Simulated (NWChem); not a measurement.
# H₂Be

SMILES: [BeH2]
```xyz
3

Be     0.0000     0.0000     0.0000
H      0.0000     0.0000     1.3442
H      0.0000     0.0000    -1.3442
```
Charge 0, spin multiplicity 1.

The numbers come from NWChem runs, not from measurements. Structure: optimised with PBE/def2-SVP, a minimum by its harmonic frequencies.

Symmetry labels belong to the abelian group D2h used in the runs, with the axes of the coordinates shown; states degenerate in a higher group split over its labels.

The structure started from a generated list of species.

Question: List the lowest 3 singlet excitations that CIS/aug-cc-pVDZ gives, with oscillator strengths.

Answer: 
```
state  symmetry  energy (eV)  wavelength (nm)      f
-----  --------  -----------  ---------------  -----
1           b3g         7.01              177  0.000
2           b2g         7.01              177  0.000
3           b2u         9.22              134  0.549
```
